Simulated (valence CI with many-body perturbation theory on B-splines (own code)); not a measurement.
The numbers below are computed, except where a source is named.
## Si in three bases

Level of theory: valence CI with perturbative core correlation (CI+MBPT): four valence electrons over a frozen Dirac-Fock core [Ne], radial functions for each j: 9 s, 9 p, 8 d, 6 f, 3 g, 1 h, with the one-electron correlation potential Σ1, the two-electron term Σ2, the three-electron term Σ3, Breit, model QED; selected CI, second order for the rest, scaled by the run's own slope (own B-spline code, finite nucleus).

Set against measurement, 26 paired levels are off by 33 cm⁻¹ on average, the worst by 176. These come from a selection out of the NIST Handbook of Basic Atomic Spectroscopic Data. Levels without a partner in it may be off by more. Among the levels kept, up to 810 cm⁻¹ of a level comes from second order outside the variational space, and about a tenth of that is noise between levels of different J, which matters for small intervals.

The reference run has the lowest level 3s2 3p2 3P_0 and an ionisation energy of 8.15141 eV. Its largest variational space holds 22794 state functions.

Names give the largest LS component (configuration and term), which can be under half, so a name can repeat, a term be missing and a line seem to break the LS rules; names also repeat where a configuration has a term twice.

Changed runs:
A. basis 6 s, 6 p, 5 d, 3 f, 1 g
B. basis 5 s, 5 p, 4 d, 2 f

Excitation energies of the reference run in cm⁻¹, and shifts in cm⁻¹:

```
                 Level  Reference         A         B
          3s2 3p2 3P_1       78.6      -5.0      -1.3
          3s2 3p2 3P_2        228      -7.6      -4.1
          3s2 3p2 1D_2       6355       +51      +263
          3s2 3p2 1S_0      15516       +90      +294
          3s 3p3 5S°_2      33150      -126      -330
       3s2 3p 4s 3P°_0      39706       -32       -99
       3s2 3p 4s 3P°_1      39786       -38      -101
       3s2 3p 4s 3P°_2      39988       -47      -109
       3s2 3p 4s 1P°_1      41028       -20       -31
          3s 3p3 3D°_1      45233       +63      +364
          3s 3p3 3D°_2      45252       +59      +362
          3s 3p3 3D°_3      45279       +62      +362
Ionisation energy (eV)    8.15141  -0.00723  -0.02067
```
